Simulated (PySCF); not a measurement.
C₄H₃Cl₂F. Atoms are numbered in the order given.

```xyz
10

F     -1.5783    -0.4114     0.0000
C     -0.5176     0.3930     0.0000
C      0.7870    -0.2277     0.0000
C      1.1112    -1.5303     0.0000
Cl     0.0339    -2.8635     0.0000
C     -0.7616     1.7171     0.0000
Cl     0.4658     2.9141     0.0000
H      1.6225     0.4761     0.0000
H      2.1604    -1.8332     0.0000
H     -1.7873     2.0885     0.0000
```

The structure is a stationary point at PBE0-D3(BJ)/def2-SVP. The structure was generated by enumeration; whether it is a known compound was not checked. One conformer was computed; it need not be the lowest.

Computed with PBE/pcSseg-1 (PySCF).

GIAO shieldings, no solvent; atoms alike by connectivity are averaged. δ = σ(ref) − σ: ¹⁹F against CFCl3 (σ = 133.6 ppm); ¹³C against TMS (σ = 182.0 ppm); ³⁵Cl against HCl (σ = 936.5 ppm); ¹H against TMS (σ = 31.49 ppm), references at their B3LYP-D3(BJ)/def2-TZVP geometries, non-relativistic (without spin–orbit terms, shifts of atoms bonded to Cl or Br come out too high).

| atoms | nucleus | count | δ (ppm) |
|---|---|---|---|
| F1 | ¹⁹F | 1 | ___ |
| C2 | ¹³C | 1 | ___ |
| C4 | ¹³C | 1 | 136.1 |
| C3 | ¹³C | 1 | 122.0 |
| C6 | ¹³C | 1 | 116.8 |
| Cl5 | ³⁵Cl | 1 | ___ |
| Cl7 | ³⁵Cl | 1 | 171.8 |
| H8 | ¹H | 1 | ___ |
| H9 | ¹H | 1 | 6.41 |
| H10 | ¹H | 1 | ___ |

**Question.** What belongs in the gaps? (Estimate from the structure and the level; the computed values follow.)

**Answer.** 
- H8, δ (ppm): 6.73
- C2, δ (ppm): 167.4
- Cl5, δ (ppm): 266.0
- H10, δ (ppm): 6.09
- F1, δ (ppm): -147.1
